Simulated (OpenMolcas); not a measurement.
# V2+: moving or changing the point charges

V2+ among 3 point charges of -1.5 e arranged as a planar triangle (D3h), 1.83 Å from the ion.

```json
{"Program": "OpenMolcas 26.06", "Method": "CASSCF", "Basis": "ANO-RCC-VDZP [5s4p2d1f]", "Scalar Hamiltonian": "DKH2, point nucleus", "Active space": "3 electrons in 5 orbitals (3d)", "State averaging": "2S+1 = 4 even, 10 roots; 2S+1 = 2 even, 40 roots", "Spin-orbit coupling": "state interaction with AMFI integrals over the reference wave functions"}
```

Runs around this geometry, states (labels of D3, the rotations of D3h). Energies in cm-1 above the lowest state or level, χT in cm3 K/mol.

```tsv
R (Å)	q (e)	Ground state	First state of that spin	First gap with spin-orbit (degeneracies)	χT at 300 K	First state of another spin
1.83	-1.2	4A2	4A1 197.9	58.8 (2, 2)	1.677	2A2 13030
1.74	-1.5	4A2	4A1 3497	1.4 (2, 2)	1.860	2A2 11791
1.83	-1.5	4A2	4A1 1856	2.8 (2, 2)	1.850	2A2 12365
2.02	-1.5	4A1	4A2 14.7	186.0 (2, 2)	1.567	2E 13413
```

The ground state changes within this set.

Without dynamic correlation the repulsion within the d shell is too large (B by tens of per cent), so at a given field states of lower spin stand too high. Spin-orbit coupling mixes the spin-free states strongly: the lowest level takes only 52 % from its leading state, 4A1, which lies 198 cm-1 above the lowest spin-free state (figures for R = 1.83, q = -1.2; the like holds for R = 2.02, q = -1.5). The ground term spreads over less than 5000 cm-1, several times less than with real ligands, so orbital moments are less quenched and χT lies further from the spin-only value than at real sites (holds for R = 1.83, q = -1.2; R = 2.02, q = -1.5). Point charges carry no covalency, so the field is a model and not that of real ligands. No measured value stands beside these numbers.
